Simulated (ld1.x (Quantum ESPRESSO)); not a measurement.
sulfur (S), PAW: configuration errors across variants

- Element: sulfur
- Generator: ld1.x (Quantum ESPRESSO) 7.5
- Type: PAW
- Functional: PBE
- Relativity: scalar-relativistic
- Frozen core: [Ne]
- Valence charge: 6
- Reference configuration: 3s1 3p5
- Partial waves: 3s (bound): rcut 1.00, rcutus 1.25 bohr; 3s channel at -0.95 Ry: rcut 1.00, rcutus 1.25 bohr; 3p (bound): rcut 1.45, rcutus 1.60 bohr; 3p channel at -0.1 Ry: rcut 1.45, rcutus 1.60 bohr; 3d channel at 0.35 Ry: rcut 1.35, rcutus 1.55 bohr; 3d channel at 1.2 Ry: rcut 1.35, rcutus 1.55 bohr
- Local potential: all-electron potential smoothed inside 1.10 bohr (lloc = -2)
- Core correction: a·sin(br)/r model core inside 0.75 bohr
- Augmentation charge: PSQ, inside the norm-conserving radii

All-electron excitation energies from the reference (eV): (1) 3s2 3p4 -10.311; (2) 3s2 3p3 1.458; (3) 3s2 3p2 23.742; (4) 3s2 3p1 57.783; (5) 3s2 3p3.5 -5.651; (6) 3s0 3p6 10.429; (7) 3s2 3p4.3 -12.020.

2 further variants failed, have other tests or another functional or relativity, and are left out.

Errors AE − PS in meV (a dash: test not solved or not reliable):

| change | (1) | (2) | (3) | (4) | (5) | (6) | (7) | bound ghosts |
| --- | --- | --- | --- | --- | --- | --- | --- | --- |
| base | +0.3 | -0.7 | -6.4 | -28 | 0.0 | -0.4 | +0.4 | none |
| waves 3d channel at 0.35 Ry: rcut 1.35, rcutus 1.88 bohr; 3d channel at 1.2 Ry: rcut 1.35, rcutus 1.88 bohr | +0.3 | -0.7 | -6.4 | -28 | 0.0 | -0.4 | +0.4 | none |
| wave 3d channel at 1.2 Ry: rcut 1.35, rcutus 1.55 bohr becomes 3d channel at 1.7 Ry: rcut 1.35, rcutus 1.55 bohr | +0.3 | -0.7 | -6.4 | -28 | 0.0 | -0.4 | +0.4 | none |
| waves 3s (bound): rcut 1.00, rcutus 1.42 bohr; 3s channel at -0.95 Ry: rcut 1.00, rcutus 1.42 bohr | +0.3 | -0.8 | -6.5 | -29 | 0.0 | -0.4 | +0.4 | none |

(1) Give the same row for: local potential all-electron potential smoothed inside 1.78 bohr (lloc = -2).

## Answers

(1) +0.2, -0.8, -6.6, -28, -0.1, -0.3, +0.4; bound ghosts: none.
